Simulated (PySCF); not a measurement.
Isomers of C5H16OSi2, mass 148.074 u with the commonest isotopes. Theory: PBE0/pcSseg-1 in PySCF (dipole) on a GFN2-xTB geometry, gas phase. One conformer each, none proved a minimum here; rigid rotors.

Question: Order these by radius of gyration √(Σ m r²/M), largest first.
A. `[CH3:1][O:2][CH2:3][CH2:4][CH2:5][CH:6]([SiH3:7])[SiH3:8]` with C1–O2–C3–C4 180°, O2–C3–C4–C5 66°, C3–C4–C5–C6 -173°, C4–C5–C6–Si7 173°
B. `[CH3:1][CH2:2][CH2:3][Si:4]([CH3:5])([CH3:6])[O:7][SiH3:8]` with C1–C2–C3–Si4 180°, C2–C3–Si4–C5 63°
C. `[CH3:1][O:2][Si@@H:3]([CH2:4][SiH3:5])[CH:6]([CH3:7])[CH3:8]` with C1–O2–Si3–C4 52°, O2–Si3–C4–Si5 56°, O2–Si3–C6–C7 -45°
D. `[CH3:1][CH:2]([CH3:3])[CH2:4][Si@@H:5]([CH3:6])[O:7][SiH3:8]` with C1–C2–C4–Si5 -65°, C2–C4–Si5–C6 -158°, C4–Si5–O7–Si8 -70°

Answer: A (2.738 Å), B (2.470 Å), D (2.370 Å), C (2.207 Å).

Question: Order these by rotational constant B, smallest first.
A. `[CH3:1][O:2][CH2:3][CH2:4][CH2:5][CH:6]([SiH3:7])[SiH3:8]` with C1–O2–C3–C4 180°, O2–C3–C4–C5 66°, C3–C4–C5–C6 -173°, C4–C5–C6–Si7 173°
B. `[CH3:1][CH2:2][CH2:3][Si:4]([CH3:5])([CH3:6])[O:7][SiH3:8]` with C1–C2–C3–Si4 180°, C2–C3–Si4–C5 63°
C. `[CH3:1][O:2][Si@@H:3]([CH2:4][SiH3:5])[CH:6]([CH3:7])[CH3:8]` with C1–O2–Si3–C4 52°, O2–Si3–C4–Si5 56°, O2–Si3–C6–C7 -45°
D. `[CH3:1][CH:2]([CH3:3])[CH2:4][Si@@H:5]([CH3:6])[O:7][SiH3:8]` with C1–C2–C4–Si5 -65°, C2–C4–Si5–C6 -158°, C4–Si5–O7–Si8 -70°

Answer: A (558.5 MHz), B (708.8 MHz), D (859.0 MHz), C (1153 MHz).

Question: Order these by rotational constant A, smallest first.
A. `[CH3:1][CH2:2][CH2:3][Si:4]([CH3:5])([CH3:6])[O:7][SiH3:8]` with C1–C2–C3–Si4 180°, C2–C3–Si4–C5 63°
B. `[CH3:1][O:2][Si@@H:3]([CH2:4][SiH3:5])[CH:6]([CH3:7])[CH3:8]` with C1–O2–Si3–C4 52°, O2–Si3–C4–Si5 56°, O2–Si3–C6–C7 -45°
C. `[CH3:1][CH:2]([CH3:3])[CH2:4][Si@@H:5]([CH3:6])[O:7][SiH3:8]` with C1–C2–C4–Si5 -65°, C2–C4–Si5–C6 -158°, C4–Si5–O7–Si8 -70°
D. `[CH3:1][O:2][CH2:3][CH2:4][CH2:5][CH:6]([SiH3:7])[SiH3:8]` with C1–O2–C3–C4 180°, O2–C3–C4–C5 66°, C3–C4–C5–C6 -173°, C4–C5–C6–Si7 173°

Answer: B (1318 MHz), C (1595 MHz), A (1802 MHz), D (2238 MHz).

```csv
SMILES,point group,Ia (u·Å²),Ib (u·Å²),Ic (u·Å²),κ,μa (D),μb (D),μc (D)
CC(C)C[Si@@H](C)O[SiH3],C1,316.94,588.34,758.15,-0.59,0.16,0.22,0.78
CCC[Si](C)(C)O[SiH3],–,280.38,713.01,813.69,-0.85,0.51,0.01,0.05
CO[Si@@H](C[SiH3])C(C)C,C1,383.49,438.46,621.03,0.34,0.70,0.18,0.70
COCCCC([SiH3])[SiH3],C1,225.80,904.96,1089.03,-0.89,1.64,0.59,0.44
```
